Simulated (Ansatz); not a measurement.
`[OH][Zr]([OH])([F])[SeH]`. Charge 0, multiplicity 1. Correlated methods include outer-core shells of Se, Zr, which these sets cover unevenly. Scalar relativity is left out up to krypton. Zr takes the def2 core potential.

```json
{"atom": "O1", "x (Å)": "1.656", "y (Å)": "-0.517", "z (Å)": "0.077"}
{"atom": "Zr2", "x (Å)": "-0.171", "y (Å)": "-0.048", "z (Å)": "0.347"}
{"atom": "O3", "x (Å)": "-0.446", "y (Å)": "1.785", "z (Å)": "0.771"}
{"atom": "F4", "x (Å)": "-0.858", "y (Å)": "-1.162", "z (Å)": "1.737"}
{"atom": "Se5", "x (Å)": "-1.491", "y (Å)": "-0.426", "z (Å)": "-1.868"}
{"atom": "H6", "x (Å)": "2.590", "y (Å)": "-0.575", "z (Å)": "-0.098"}
{"atom": "H7", "x (Å)": "-0.397", "y (Å)": "2.704", "z (Å)": "1.018"}
{"atom": "H8", "x (Å)": "-0.884", "y (Å)": "-1.763", "z (Å)": "-1.984"}
```

Give the diagnostics of a CCSD(T)/def2-TZVPP run (frozen core, Ansatz 0.2.0). (Best estimate.)

Computed: T1 = 0.0157, largest single amplitude 0.036, largest double 0.026, (T) share of the correlation energy 3.8 %, 11 CCSD cycles. The RHF solution is stable towards an unrestricted one. T1 lies under the customary mark of 0.02 for closed shells.
